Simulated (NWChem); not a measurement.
Species: C2H2ClFOSi; SMILES C#C[Si@@](F)(Cl)O

```xyz
8

C      1.0072     2.7136    -0.0642
C      0.4368     1.6280    -0.0271
Si    -0.3785     0.0098     0.0070
O     -1.3858    -0.0368     1.3146
F     -1.2171    -0.2048    -1.3715
Cl     1.0132    -1.5111     0.0694
H      1.5094     3.6726    -0.0935
H     -1.7724    -0.9049     1.5267
```
Atoms are numbered in this order, from 1.

All runs: NWChem. Pople sets run with spherical d functions. Coordinates come from a PBE-D3(BJ)/def2-SVP optimisation. Atomic charges in e: unrestrained fits to the electrostatic potential beside Mulliken populations; buried atoms are poorly determined by the fit.

Question: Estimate the computed values for Hartree-Fock/6-31G*. Quantities: ESP C1; Mulliken C1; ESP C2; Mulliken C2; ESP Si3; Mulliken Si3; ESP O4; Mulliken O4; ESP F5; Mulliken F5; relative RMS misfit of the potential (%).

Answer: The ESP C1 is -0.24 and the Mulliken C1 is -0.15. The ESP C2 is -0.27 and the Mulliken C2 is -0.32. The ESP Si3 comes out as 1.21, the Mulliken Si3 is 1.37 and the ESP O4 comes out as -0.75. The Mulliken O4 is -0.85 and the ESP F5 is -0.38. The Mulliken F5 is -0.51 and the relative RMS misfit of the potential (%) comes out as 23.
